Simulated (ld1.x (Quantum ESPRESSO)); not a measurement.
**osmium (Os): variants of one ultrasoft potential**

Base potential:

* Element: Os
* Generator: ld1.x (Quantum ESPRESSO) 7.5
* Type: ultrasoft
* Functional: PW91
* Relativity: scalar-relativistic
* Frozen core: [Xe] 4f14
* Valence charge: 8
* Reference configuration: 5d6 6s2 6p0
* Partial waves: 6s (bound): rcut 2.15, rcutus 2.95 bohr; 6s channel at -0.1 Ry: rcut 2.15, rcutus 2.95 bohr; 6p (bound, empty): rcut 3.20, rcutus 3.50 bohr; 6p channel at 1.3 Ry: rcut 3.20, rcutus 3.50 bohr; 5d (bound): rcut 1.95, rcutus 2.10 bohr; 5d channel at 0.45 Ry: rcut 1.95, rcutus 2.10 bohr; 5f channel at 0.3 Ry: rcut 2.10, rcutus 2.70 bohr; 5f channel at 2.2 Ry: rcut 2.10, rcutus 2.70 bohr
* Local potential: all-electron potential smoothed inside 2.15 bohr (lloc = -2)
* Core correction: Bessel-smoothed model core, default radius (core density twice the valence density)
* Augmentation charge: built from norm-conserving waves at rcut, not smoothed further

All-electron outer shells of the reference configuration (PW91, scalar-relativistic, ld1.x):

| shell | level (eV) | outermost node (bohr) | outermost maximum (bohr) |
| --- | --- | --- | --- |
| 4f | -52.06 | – | 0.40 |
| 5p | -50.90 | 0.55 | 1.03 |
| 5d | -6.31 | 0.60 | 1.36 |
| 6s | -6.21 | 1.20 | 2.48 |
| 6p | -1.33 | 1.44 | 3.56 |

Cutoffs, loose and tight: the cutoffs (Ry, on a coarse ladder) from which the occupation-weighted sum of valence levels, in a spherical-Bessel basis at the reference potential, stays within 10 and 1 mRy of its value at 400 Ry. They do not see the model core or the augmentation charge, which bear on the density cutoff. Test errors are all-electron minus pseudo excitation energies from the reference, over the configurations 5d6 6s1 6p0; 5d6 6s0 6p0; 5d5 6s0 6p0; 5d6 6s0 6p1; 5d5 6s2 6p0; 5d6 6s0 6p2; 5d6.5 6s1.5 6p0. A dash means not determined; rows that change the core or the reference have their own tests. The largest error is taken over the tests solved by every variant that gives reliable tests at all: 5d5 6s0 6p0; 5d6 6s0 6p0; 5d6 6s1 6p0.

A true bound ghost makes a file unfit for plane-wave use even where its test errors are small: the radial tests pick states by their node count and pass the ghost by. Where a test does run into it, the solver fails or the error is huge.

Cutoffs are not given where the Bessel-basis levels miss the radial ones by over 6 mRy, ghosts where they miss by over 20 mRy; a channel whose overlap is not positive is not tested.

A file whose overlap is not positive is unfit for use, and its test errors describe a broken file.

```tsv
change	outcome	cutoff, loose	cutoff, tight	bound ghosts	largest test error (meV)
base	generated	25 Ry	40 Ry	p	-104
all radii but the core radius scaled by about 1.41 (s 4.16, p 4.94, d 2.96, f 3.82 bohr, rcut 3.04/4.52/2.76/2.96); local potential all-electron potential smoothed inside 3.04 bohr (lloc = -2)	generated, overlap not positive	–	–	not determined (overlap not positive)	test run stopped at test 1 of 7 (negative rho)
type RRKJ; waves now 6s (bound): rc 2.95 bohr; 6p (bound): rc 3.50 bohr; 5d (bound): rc 2.10 bohr; 5f channel at 0.3 Ry: rc 2.70 bohr; local potential all-electron potential smoothed inside 2.45 bohr (lloc = -1); rho0 0.001	generated	35 Ry	35 Ry	none	-113
fully relativistic; removed wave 5f channel at 2.2 Ry: rcut 2.10, rcutus 2.70 bohr	generated, overlap not positive	–	–	p3/2 (p1/2 not tested, overlap not positive)	-98
functional PBE	generated	25 Ry	40 Ry	p	-105
waves 5f channel at 0.3 Ry: rcut 2.10, rcutus 3.16 bohr; 5f channel at 2.2 Ry: rcut 2.10, rcutus 3.16 bohr	generated	25 Ry	40 Ry	p	-104
waves 6p (bound): rcut 3.20, rcutus 3.44 bohr; 6p channel at 1.3 Ry: rcut 3.20, rcutus 3.44 bohr	generated	25 Ry	40 Ry	p	-104
waves 6s (bound): rcut 2.15, rcutus 3.62 bohr; 6s channel at -0.1 Ry: rcut 2.15, rcutus 3.62 bohr	generated	25 Ry	40 Ry	p	-104
local potential all-electron potential smoothed inside 1.40 bohr (lloc = -2)	generated	25 Ry	40 Ry	s, p	-104
wave 6p channel at 1.3 Ry: rcut 3.20, rcutus 3.50 bohr becomes 6p channel at 4.61 Ry: rcut 3.20, rcutus 3.50 bohr	generated	25 Ry	40 Ry	p	-104
reference 5d5 6s0 6p0	generated	–	–	not determined	test run stopped at test 1 of 7 (negative rho)
```
